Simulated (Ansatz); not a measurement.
A structure relaxed at r2SCAN-D4/def2-SVP in Ansatz, charge 0, singlet:

Cartesian coordinates in Å:
```
Ti -1.136 -0.981 1.184
Si 0.229 0.951 1.031
Si -1.095 0.165 -0.890
Si 0.842 -1.140 -0.113
Si 1.161 1.004 -1.213
```

Question: Give its formula and point group.

Answer: TiSi4 (the lowest singlet isomer of a short search). Point group C3v (tolerance 0.1 Å).

Question: Summarise the bond lengths by kind (pairs closer than 1.2 times the sum of covalent radii, bridged metal pairs left out).

Answer: 6 × Si–Si 2.43 to 2.46 Å; 3 × Si–Ti 2.37 Å. The metal has 3 neighbours: Si 2.37 Å, Si 2.37 Å, Si 2.37 Å.

The relaxation made no stability test and no search for a lower SCF solution. The structure comes from a short search, and lower isomers may exist.
